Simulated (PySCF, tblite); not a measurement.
Computed geometry: GFN2-xTB, gas phase. One conformer each, none proved a minimum here. Atom numbers follow the mapped SMILES. Open shells are treated by occupation alone.

Problem. Order the C–N distances, shortest first.
A. N4–C5 in `[CH:1]#[C:2][CH2:3][NH:4][CH3:5]` with C2–C3–N4–C5 65°
B. N4–C5 in `[H]/[P:3]=[C:2](\[CH3:1])[N:4]([CH3:5])[CH3:6]`
C. C5–N6 in `[CH:1]#[C:2][CH2:3][CH2:4][CH2:5][NH:6]` (doublet state) with C2–C3–C4–C5 -65°, C3–C4–C5–N6 -72°, C4–C5–N6–H -1°

Solution. C (1.391 Å), B (1.439 Å), A (1.449 Å).

- 1.391 Å: drawn single, ends: carbon bonded to C, N and 2 H; nitrogen bonded to C and H
- 1.439 Å: drawn single, ends: nitrogen bonded to 3 C; N-methyl carbon
- 1.449 Å: drawn single, secondary amine nitrogen to N-methyl carbon

Problem. Rank these C–C bonds from shortest to longest.
A. C2–C3 in `[CH:1]#[C:2][CH2:3][CH2:4][CH2:5][NH:6]` (doublet state) with C2–C3–C4–C5 -65°, C3–C4–C5–N6 -72°, C4–C5–N6–H -1°
B. C6–C9 in `[CH3:1][c:2]1[cH:3][cH:4][cH:5][c:6]([PH:7][PH2:8])[cH:9]1` with C5–C6–P7–P8 -95°, C6–P7–P8–H 81° and 173°
C. C2–C3 in `[NH2:1][CH2:2][C@:3]1([N:4]2[CH2:5][CH2:6]2)[CH2:7][CH2:8][SiH2:9]1` with H–N1–C2–C3 -74° and 167°, N1–C2–C3–N4 -163°, C2–C3–N4–C5 -94°, C3–N4–C5–C6 -112°, C2–C3–C7–C8 -103°, C3–C7–C8–Si9 -10°, C7–C8–Si9–C3 8°
D. C5–C6 in `[CH3:1][O:2][CH2:3][PH+:4]1[CH2:5][CH2:6][O:7][CH2:8][CH2:9]1` (charge +1) with C1–O2–C3–P4 177°, O2–C3–P4–C5 -179°, C3–P4–C5–C6 -175°, P4–C5–C6–O7 -1°, C5–C6–O7–C8 77°, C6–O7–C8–C9 -79°
E. C1–C2 in `[H]/[P:3]=[C:2](\[CH3:1])[N:4]([CH3:5])[CH3:6]`
F. C1–C2 in `[CH:1]#[C:2][CH2:3][NH:4][CH3:5]` with C2–C3–N4–C5 65°

Solution. F (1.197 Å), B (1.388 Å), A (1.449 Å), E (1.498 Å), C (1.526 Å), D (1.547 Å).

- 1.197 Å: drawn triple, terminal alkyne carbon to alkyne carbon
- 1.388 Å: aromatic, substituted aromatic carbon to aromatic CH carbon, in a 6-membered ring
- 1.449 Å: drawn single, ends: carbon bonded to 2 C; carbon bonded to 2 C and 2 H
- 1.498 Å: drawn single, ends: methyl carbon; carbon bonded to C, N and P
- 1.526 Å: drawn single, both ends sp3 carbon bound to nitrogen
- 1.547 Å: drawn single, sp3 carbon bound to phosphorus to sp3 carbon bound to oxygen, in a 6-membered ring

Problem. Order these C–N–C angles, narrowest first.
A. C5–N4–C6 in `[NH2:1][CH2:2][C@:3]1([N:4]2[CH2:5][CH2:6]2)[CH2:7][CH2:8][SiH2:9]1` with H–N1–C2–C3 -74° and 167°, N1–C2–C3–N4 -163°, C2–C3–N4–C5 -94°, C3–N4–C5–C6 -112°, C2–C3–C7–C8 -103°, C3–C7–C8–Si9 -10°, C7–C8–Si9–C3 8°
B. C3–N4–C5 in `[CH:1]#[C:2][CH2:3][NH:4][CH3:5]` with C2–C3–N4–C5 65°
C. C5–N4–C6 in `[H]/[P:3]=[C:2](\[CH3:1])[N:4]([CH3:5])[CH3:6]`

Solution. A (62.0°), B (113.4°), C (117.4°).
